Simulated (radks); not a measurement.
Sm V, 58 electrons, occupied as [Xe] 4f4 (the NIST ground configuration).

Method: Dirac Kohn-Sham, BLYP, spin-unpolarised, spherical densities, finite nucleus; open shells fill j = l - 1/2 first; Fermi nuclear charge, rms radius 5.0819 fm; computed with a radial shooting solver on a logarithmic mesh with Libxc functionals.

Energy parts (hartree):
part                       energy
total                 -10431.6437
kinetic                11310.8440
electron-nucleus      -25450.2395
Hartree                 3943.1303
exchange-correlation    -235.3786

Orbitals (lengths in bohr, moments of r in powers of bohr):
| orbital | occ. | eigenvalue (hartree) | <r> | <r^4> | <r^2> | small-component weight |
|---|---|---|---|---|---|---|
| 1s1/2 | 2 | -1715.559 | 0.02274 | 1.317e-06 | 0.0007049 | 5.31e-02 |
| 2s1/2 | 2 | -281.8247 | 0.09650 | 0.0002114 | 0.01105 | 1.17e-02 |
| 2p1/2 | 2 | -267.2547 | 0.08073 | 0.0001315 | 0.008048 | 1.17e-02 |
| 2p3/2 | 4 | -245.0964 | 0.08736 | 0.0001696 | 0.009291 | 1.09e-02 |
| 3s1/2 | 2 | -63.29608 | 0.2546 | 0.008336 | 0.07421 | 3.66e-03 |
| 3p1/2 | 2 | -57.02140 | 0.2442 | 0.007633 | 0.06937 | 3.60e-03 |
| 3p3/2 | 4 | -52.53696 | 0.2570 | 0.009238 | 0.07658 | 3.37e-03 |
| 3d3/2 | 4 | -41.64118 | 0.2287 | 0.006803 | 0.06161 | 3.25e-03 |
| 3d5/2 | 6 | -40.66761 | 0.2327 | 0.007218 | 0.06363 | 3.19e-03 |
| 4s1/2 | 2 | -14.11121 | 0.5772 | 0.2054 | 0.3761 | 1.16e-03 |
| 4p1/2 | 2 | -11.70018 | 0.5906 | 0.2350 | 0.3968 | 1.09e-03 |
| 4p3/2 | 4 | -10.70323 | 0.6190 | 0.2830 | 0.4356 | 1.01e-03 |
| 4d3/2 | 4 | -6.72674 | 0.6577 | 0.4059 | 0.5013 | 8.56e-04 |
| 4d5/2 | 6 | -6.54666 | 0.6676 | 0.4305 | 0.5163 | 8.36e-04 |
| 5s1/2 | 2 | -3.18770 | 1.344 | 5.900 | 2.022 | 2.72e-04 |
| 5p1/2 | 2 | -2.48724 | 1.475 | 8.873 | 2.450 | 2.26e-04 |
| 5p3/2 | 4 | -2.32731 | 1.548 | 10.73 | 2.696 | 2.08e-04 |
| 4f5/2 | 4 | -1.90563 | 0.8440 | 1.822 | 0.8928 | 5.12e-04 |
| 4f7/2 | 0 | -1.88146 | 0.8517 | 1.893 | 0.9095 | 5.05e-04 |

The highest occupied level is 4f5/2 at -51.855 eV. The electron density at the nucleus is 5.334e+05 e/bohr^3. Summed over all electrons, <r^2> = 32.99 bohr^2, which gives a Langevin (diamagnetic) susceptibility term of -26.1 x 10^-6 cm^3/mol.
